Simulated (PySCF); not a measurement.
SMILES CCOB(N)N (GFN2-xTB optimised geometry):

```
15

B     -1.213     0.004     0.000
O      0.162     0.004     0.000
C      0.917     1.186    -0.002
C      2.401     0.833     0.009
H      0.686     1.784    -0.896
H      0.675     1.793     0.884
H      2.645     0.239    -0.867
H      3.001     1.740     0.006
H      2.635     0.251     0.896
N     -1.832    -1.265     0.000
H     -1.292    -2.108     0.004
H     -2.823    -1.409     0.006
N     -1.999     1.182     0.000
H     -3.001     1.166    -0.002
H     -1.616     2.108    -0.005
```

Level of theory: CAM-B3LYP/def2-TZVP (PySCF).

### Question
What are the frontier orbital energies and the dipole moment?

### Answer
HOMO-2 -10.13 eV, HOMO-1 -8.92 eV, HOMO -8.15 eV, LUMO 1.63 eV, LUMO+1 2.34 eV; dipole moment 1.43 D.

On the same geometry PBE/def2-TZVP (PySCF) gives HOMO-2 -7.06 eV, HOMO-1 -5.91 eV, HOMO -5.26 eV, LUMO 0.13 eV, LUMO+1 0.84 eV; dipole moment 1.36 D.

Meta-Löwdin charges at CAM-B3LYP/def2-TZVP: B1 0.36, O2 -0.43, C3 0.03, C4 -0.33, H5 0.09, H6 0.08, H7 0.12, H8 0.11, H9 0.12, N10 -0.54, H11 0.24, H12 0.23, N13 -0.54, H14 0.24, H15 0.23.
